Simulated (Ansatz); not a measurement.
Ansatz (a program for electronic structure) input:
A basis named .json is the Basis Set Exchange file of that set.

Ansatz 0.2 input:
```yaml
crystal:
  periodic: [false, false, false]
  atoms:
    - {symbol: C, position_ang: [-2.09112391, -0.22172854, 0.03744056]}
    - {symbol: Si, position_ang: [-0.28394631, -0.03362998, 0.00547301]}
    - {symbol: Cl, position_ang: [0.52941102, -1.27190814, -1.40645334]}
    - {symbol: Cl, position_ang: [0.24904259, 1.89302189, -0.45553033]}
    - {symbol: Cl, position_ang: [0.50632884, -0.48424078, 1.83922717]}
    - {symbol: H, position_ang: [-2.66997598, -0.00641659, 0.92704267]}
    - {symbol: H, position_ang: [-2.64933367, -0.51923284, -0.84144748]}
basis:
  gaussian:
    orbitals: aug-cc-pV_D+d_Z.json
magnetization: {spin_polarized: true, initial_magnetization: 1}
correlation: {method: ccsd_t, electrons: outside_noble_gas}
output: {forces: true}
```

Task: What final total energy does it print?

Result: -1707.36859 Eh (CCSD(T)/aug-cc-pV(D+d)Z). The basis has 169 functions.

It need not be the lowest isomer of its formula.
